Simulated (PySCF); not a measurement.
H$_{3}$BN, doublet, geometry from GFN2-xTB. Base run: M06L/3-21G (PySCF).

Here is a job for PySCF.
```python
from pyscf import gto, scf, dft

mol = gto.Mole()
mol.atom = '''
    B    -0.655879    0.141966    0.016625
    N     0.605028   -0.194095   -0.019526
    H    -1.525687   -0.651800   -0.026503
    H    -1.005560    1.273977    0.095596
    H     1.575445    0.026662   -0.015533
'''
mol.basis = '3-21g'
mol.charge = 0
mol.spin = 1
mol.verbose = 4
mol.build()

mf = dft.UKS(mol)
mf.xc = 'm06l'
mf.kernel()
mf.analyze()
```

Variants of this job, named by their change:

```
change                                     ΔE vs base (mEh)  grid points  electrons on the grid
-----------------------------------------  ----------------  -----------  ---------------------
base                                                  0.000        57376               15.00000
grids.level = 4                                      -0.002       103104               15.00000
grids.atom_grid = (30, 110)                           1.291        12312               14.99998
grids.level = 5                                       0.000       155896               15.00000
grids.level = 0                                     -13.199         4008               15.00105
grids.radi_method = delley                            0.000        61408               15.00000
grids.prune = dft.gen_grid.treutler_prune            -0.008        49528               14.99999
grids.becke_scheme = stratmann                       -0.007        57376               15.00000
grids.level = 2                                       0.072        38320               15.00000
grids.prune = dft.gen_grid.sg1_prune                 -0.150        25640               15.00004
grids.atom_grid = (99, 590)                           0.000       161240               15.00000
```

Open shells are given as the SCF converged; they aren't shown to be the lowest states, and a large step between rows can be another state.
